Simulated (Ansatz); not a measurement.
Si(H)(Me)3 (C3H10Si), SMILES C[SiH](C)C.

Geometry: PBE0-D3(BJ)/def2-SVP. The isomer is the one that the SMILES or the coordinates give; other isomers of the formula were not compared.

Two levels are set side by side: PBE/def2-SVPD (Ansatz, a quantum-chemistry and plane-wave program) and PBE0/def2-SVPD (Ansatz). Energy differences of separate SCF runs at the same geometry; the states with an electron removed or added have multiplicity 2 and 2. Differences are taken from unrounded values.

| quantity | PBE0 | PBE | PBE minus PBE0 |
|---|---|---|---|
| vertical ionisation energy (eV) | 10.53 | 10.14 | -0.38 |
| vertical singlet–triplet gap (eV) | 7.94 | 7.40 | -0.54 |
